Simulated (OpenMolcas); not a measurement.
# d4 ions of charge +4 down a group with 6 fluoride ligands in octahedral coordination

```yaml
Program: OpenMolcas
Method: CASSCF
Spin-orbit_coupling: state interaction with AMFI integrals over the reference wave functions
```

The d shell is active. Anionic complexes are neutralised by point charges behind the ligands. Distances were set from a Shannon-type radius of the metal (high-spin where two are listed) plus a fixed donor radius (F 1.31 Å). Ligand basis ANO-RCC-VDZP, DKH2 Hamiltonian. States (labels of O, the rotations of Oh). Energies in cm-1 above the lowest state or level, χT in cm3 K/mol; under a threefold ground state the first gap can be a small split of the lowest multiplet, not the spin-orbit step; 10Dq and B are least-squares fits to the states below 45000 cm-1, weighted by degeneracy, with a free offset, and given where the rms deviation is under 5 % of |10Dq| (or 100 cm-1) and under 700 cm-1. Spin-only χT is S(S+1) / 2 for the spin of the ground state.

```json
{"Ion": "Fe4+", "Shell": "3d4", "R (Å)": "1.9", "Metal basis": "ANO-RCC-VDZP", "Outer charge (e at Å behind ligand)": "0.33 at 2.6", "Ground state": "5E", "First state of that spin": "5T2 19625", "10Dq": "", "B (rms of fit)": "", "First gap with spin-orbit (degeneracies)": "14.7 (1, 3)", "χT at 300 K": "2.956", "First state of another spin": "3T1 12090", "Spin-only χT": "3.000"}
{"Ion": "Ru4+", "Shell": "4d4", "R (Å)": "1.93", "Metal basis": "ANO-RCC-VTZP", "Outer charge (e at Å behind ligand)": "0.33 at 3.2", "Ground state": "3T1", "First state of that spin": "3E 24627", "10Dq": "27970", "B (rms of fit)": "797 (372)", "First gap with spin-orbit (degeneracies)": "776.0 (1, 3)", "χT at 300 K": "1.040", "First state of another spin": "5E 8448", "Spin-only χT": "1.000"}
{"Ion": "Os4+", "Shell": "5d4", "R (Å)": "1.94", "Metal basis": "ANO-RCC-VDZP", "Outer charge (e at Å behind ligand)": "0.33 at 2.6", "Ground state": "3T1", "First state of that spin": "3E 30308", "10Dq": "33156", "B (rms of fit)": "686 (231)", "First gap with spin-orbit (degeneracies)": "4034 (1, 3)", "χT at 300 K": "0.181", "First state of another spin": "1T2 8870", "Spin-only χT": "1.000"}
```

The rows also differ in their metal basis and outer charges, so part of each step comes from that.

|10Dq| changes by a factor of 33156 / 27970 = 1.19 from Ru4+ to Os4+.

B goes from 797 cm-1 (Ru4+) to 686 cm-1 (Os4+).

Below the highest spin of the shell: Ru4+, Os4+. χT departs most from the spin-only value for Os4+, by -0.819 cm3 K/mol.

Without dynamic correlation the repulsion within the d shell is too large (B by tens of per cent), so at a given field states of lower spin stand too high. Ligand-to-metal charge-transfer states are missing. With no ligand orbital active B as a rule stays too high, so bands that hang on it stand too high and its fall with covalency is understated. An orbital doublet at a regular site is open to a Jahn-Teller distortion, which this geometry leaves out (holds for Fe4+). This shell can be high or low spin here, a state of another spin lies low, and with metal d orbitals alone active their balance is uncertain, so the ground spin may be wrong (holds for Fe4+). The least metal-like active orbital is 77 % on the metal (Löwdin) and no ligand orbital is active, so the numbers are rough (holds for Fe4+). With metal d orbitals alone and no dynamic correlation the field as a rule comes out too small, by tens of per cent, by up to half for chloride and softer ligands (holds for Fe4+). An orbital triplet at a regular site is open to Jahn-Teller coupling, which can distort the site and quench the lowest spin-orbit gaps and is left out (holds for Ru4+). This shell can be high or low spin here, a state of another spin lies low, and with metal d orbitals alone active their balance is uncertain, so the ground spin may be wrong, although the usual error favours high spin (holds for Ru4+). The least metal-like active orbital is 76 % on the metal (Löwdin) and no ligand orbital is active, so the numbers are rough (holds for Ru4+). With metal d orbitals alone the field can be off either way by tens of per cent (holds for Ru4+; Os4+). The least metal-like active orbital is 74 % on the metal (Löwdin) and no ligand orbital is active, so the numbers are rough (holds for Os4+). No measured value stands beside these numbers; the geometry is a model, was not optimised and need not be the one that this ion takes.
